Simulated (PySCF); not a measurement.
Al(H)2(Me), SMILES [CH3][AlH2], B3LYP/def2-SVP optimised geometry.

```
7

Al     0.23     0.53     0.00
H      1.82     0.53     0.00
H     -0.54     1.92     0.00
C     -0.75    -1.17    -0.03
H     -0.72    -1.60    -1.05
H     -1.82    -1.07     0.23
H     -0.30    -1.92     0.64
```

Density from B3LYP/def2-TZVP in PySCF at that geometry.

Minimum of the electron density along straight lines between bonded atoms, close to the bond critical point (lines longer than 1.1 times the sum of covalent radii, or with two minima, are not listed):

```csv
bond,length / Å,ρ at the minimum / e bohr⁻³,∇²ρ there / e bohr⁻⁵,position (fraction from the first atom)
Al1–H2,1.591,0.082,0.19,0.50
Al1–H3,1.590,0.082,0.20,0.50
Al1–C4,1.962,0.086,0.25,0.40
C4–H5,1.107,0.260,-0.83,0.64
C4–H6,1.102,0.266,-0.86,0.64
C4–H7,1.104,0.264,-0.85,0.64
```
